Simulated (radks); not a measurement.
Spherical jellium clusters: N electrons in a uniform positive sphere of charge N and radius rs N^(1/3), rs = 2.96 bohr. Calculated with a radial shooting solver with Libxc functionals: non-relativistic Kohn-Sham, PBEsol, spin-polarised, spherical densities. Levels are named by radial order and angular momentum (1s, 1p, 1d, 2s, ...), and open shells are averaged over m. Each electron was tried in the lowest free levels, single moves between levels near the top were tried too, and the lowest total energy was kept; such a search can miss a lower state. Energies include the self-energy of the background; IP and EA are vertical (highest electron removed, lowest free level filled), at fixed background; spill-out counts the electrons outside the background radius R, and alpha is the static dipole polarisability from linear response (closed shells only). A dash means not computed or, for alpha, an open shell; in EA it means that no bound solution was reached, which is typical of self-interaction and does not show that the anion is unstable. Real open-shell clusters deform, which this model forbids.

N,open shells,2S,E/N (eV),E(N+1) + E(N-1) - 2E(N) (eV),IP (eV),EA (eV),-e(HOMO) (eV),spill-out (e)
1,"1s(up 1, down 0)",1,-0.908,-,-,-,3.613,0.48
2,none,0,-1.482,1.664,6.503,-,3.989,0.69
3,"1p(up 1, down 0)",1,-1.118,-0.891,4.335,-,2.333,1.05
4,"1p(up 2, down 0)",2,-1.159,-0.686,5.202,-,3.089,1.28
5,"1p(up 3, down 0)",3,-1.321,0.492,5.698,-,3.591,1.44
6,"1p(up 3, down 1)",2,-1.347,-0.645,5.019,-,3.180,1.60
7,"1p(up 3, down 2)",1,-1.458,-0.445,5.554,1.887,3.663,1.74
8,none,0,-1.596,2.002,5.885,-,4.000,1.85
9,"1d(up 1, down 0)",1,-1.481,-0.407,3.777,-,2.134,2.07
10,"1d(up 2, down 0)",2,-1.430,-0.354,4.197,-,2.545,2.26
11,"1d(up 3, down 0)",3,-1.421,-0.309,4.522,-,2.873,2.41
12,"1d(up 4, down 0)",4,-1.438,-0.270,4.783,1.588,3.144,2.54
13,"1d(up 5, down 0)",5,-1.474,0.449,4.997,-,3.373,2.65
14,"1d(up 5, down 0) 2s(up 1, down 0)",6,-1.473,-0.112,4.490,-,3.007,2.93
15,"1d(up 5, down 2)",3,-1.479,-0.366,4.670,1.682,3.147,2.89
16,"1d(up 5, down 3)",2,-1.507,-0.226,4.895,1.914,3.377,2.99
17,"1d(up 5, down 4)",1,-1.545,-0.197,5.081,2.114,3.571,3.09
18,none,0,-1.590,0.210,5.236,1.974,3.738,3.17
19,"2s(up 1, down 0)",1,-1.620,0.303,4.986,1.776,3.543,3.37
20,none,0,-1.631,0.973,4.695,-,3.332,3.60
21,"1f(up 1, down 0)",1,-1.595,-0.205,3.763,-,2.388,3.73
22,"1f(up 2, down 0)",2,-1.571,-0.188,3.951,-,2.582,3.84
23,"1f(up 3, down 0)",3,-1.558,-0.173,4.118,1.434,2.756,3.94
24,"1f(up 4, down 0)",4,-1.553,-0.160,4.266,1.595,2.911,4.04
25,"1f(up 5, down 0)",5,-1.554,-0.148,4.399,1.742,3.052,4.13
26,"1f(up 6, down 0)",6,-1.561,-0.137,4.519,1.877,3.181,4.21
27,"1f(up 7, down 0)",7,-1.573,0.466,4.628,1.421,3.298,4.28
28,"1f(up 7, down 1)",6,-1.568,-0.162,4.134,1.590,2.847,4.37
29,"1f(up 7, down 2)",5,-1.568,-0.147,4.278,1.742,2.995,4.46
30,"1f(up 7, down 3)",4,-1.573,-0.135,4.405,1.880,3.129,4.54
31,"1f(up 7, down 4)",3,-1.582,-0.124,4.521,2.007,3.250,4.61
32,"1f(up 7, down 5)",2,-1.595,-0.115,4.625,2.123,3.361,4.68
33,"1f(up 7, down 6)",1,-1.610,-0.107,4.720,2.231,3.463,4.76
34,none,0,-1.628,0.471,4.807,1.818,3.557,4.82
35,"2p(up 1, down 0)",1,-1.631,-0.078,4.317,1.948,3.118,5.02
36,"2p(up 2, down 0)",2,-1.636,-0.063,4.420,2.058,3.224,5.20
37,"2p(up 3, down 0)",3,-1.642,0.346,4.505,1.777,3.315,5.39
38,"2p(up 3, down 1)",2,-1.639,-,4.181,1.920,3.037,5.60

All shells are closed at N = 2, 8, 18, 20, 34 (there: 1s2 1p6 1d10 2s2 1f14); the second difference of the energy has clear peaks (12 % above both neighbours; the first and last values, which can be the largest, are not judged, and half-filled shells can peak too) at N = 5, 8, 13, 20, 27, 34.
